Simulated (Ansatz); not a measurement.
The inner images of a band of AlH3O3 + BrH (9 atoms, charge 0, multiplicity 1) are given out of order.

All numbers below come from RKS BHLYP-D4/def2-SVP (Ansatz 0.2.0).

Initial state:

```xyz
9
Properties=species:S:1:pos:R:3
Al -0.510 -0.379 0.431
O 0.250 1.147 0.429
O -1.627 -0.703 1.639
O -0.096 -1.466 -0.773
H 1.364 1.313 -0.946
Br 2.125 1.024 -2.141
H 0.110 1.848 1.057
H -2.139 -1.490 1.782
H 0.523 -1.295 -1.478
```

Final state:

```xyz
9
Properties=species:S:1:pos:R:3
Al -0.179 -0.278 -0.322
O 0.930 0.960 0.691
O -1.421 -0.020 0.824
O 0.555 -1.800 -0.391
H 1.161 1.754 0.203
Br -0.241 0.929 -2.276
H 0.352 1.206 1.422
H -2.179 -0.571 0.975
H 1.022 -2.179 -1.125
```

Task: Put them in order from the first end to the last, with their energies above the first end.
A.
```xyz
9
Properties=species:S:1:pos:R:3
Al -0.377 -0.428 0.485
O 0.540 1.004 0.619
O -1.743 -0.566 1.447
O 0.113 -1.610 -0.594
H 1.209 1.388 -0.987
Br 1.497 1.290 -2.399
H 0.375 1.704 1.243
H -2.386 -1.264 1.461
H 0.772 -1.518 -1.275
```
B.
```xyz
9
Properties=species:S:1:pos:R:3
Al -0.245 -0.445 0.462
O 0.788 0.895 0.706
O -1.754 -0.382 1.193
O 0.273 -1.766 -0.425
H 1.004 1.481 -0.986
Br 0.761 1.484 -2.409
H 0.613 1.584 1.340
H -2.457 -1.017 1.129
H 1.017 -1.836 -1.011
```
C.
```xyz
9
Properties=species:S:1:pos:R:3
Al -0.142 -0.359 0.227
O 0.991 0.881 0.678
O -1.672 -0.179 0.904
O 0.375 -1.829 -0.396
H 0.749 1.565 -0.774
Br 0.033 1.357 -2.060
H 0.906 1.390 1.479
H -2.406 -0.775 0.813
H 1.166 -2.051 -0.870
```
D.
```xyz
9
Properties=species:S:1:pos:R:3
Al -0.228 -0.318 -0.033
O 0.982 0.972 0.554
O -1.630 -0.185 0.905
O 0.414 -1.833 -0.378
H 0.856 1.524 -0.330
Br -0.082 1.227 -2.032
H 0.899 1.433 1.396
H -2.373 -0.777 0.839
H 1.163 -2.043 -0.921
```
E.
```xyz
9
Properties=species:S:1:pos:R:3
Al -0.246 -0.290 -0.238
O 0.972 0.961 0.615
O -1.551 -0.106 0.836
O 0.475 -1.814 -0.367
H 1.043 1.677 -0.030
Br -0.223 1.036 -2.151
H 0.711 1.326 1.464
H -2.294 -0.697 0.883
H 1.113 -2.093 -1.011
```

Result: A (+0.022 eV), B (+0.048 eV), C (+0.062 eV), D (-0.668 eV), E (-1.174 eV).

The run took 5.2 min on 2 threads of Arm Neoverse V2, on a shared host, peak memory 0.27 GiB.
